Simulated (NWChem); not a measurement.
# BeHOF; SMILES [OH][Be][F]

```xyz
4

Be     0.0033    -0.0402     0.0000
F     -0.0067    -1.4388     0.0000
O     -0.0553     1.3686     0.0000
H      0.4900     2.1605     0.0000
```
Atoms are numbered in this order, from 1.

All runs: NWChem. Coordinates come from a PBE-D3(BJ)/def2-SVP optimisation. Vertical excitations in the gas phase; the lowest state need not have the same character in each row.

```tsv
level	lowest excitation, singlet (eV)	oscillator strength of that lowest state	orbital gap (eV)
PBE/def2-SVPD, TDA	6.89	0.049	6.76
B3LYP/def2-SVPD, TDA	7.43	0.056	8.60
PBE0/def2-SVPD, TDA	7.67	0.059	9.19
Hartree-Fock/def2-SVPD, CIS	(withheld)	(withheld)	(withheld)
```

### Question
Fill in the missing entries.

### Answer

- Hartree-Fock/def2-SVPD, CIS, lowest excitation, singlet (eV): 9.17
- Hartree-Fock/def2-SVPD, CIS, oscillator strength of that lowest state: 0.073
- Hartree-Fock/def2-SVPD, CIS, orbital gap (eV): 15.37
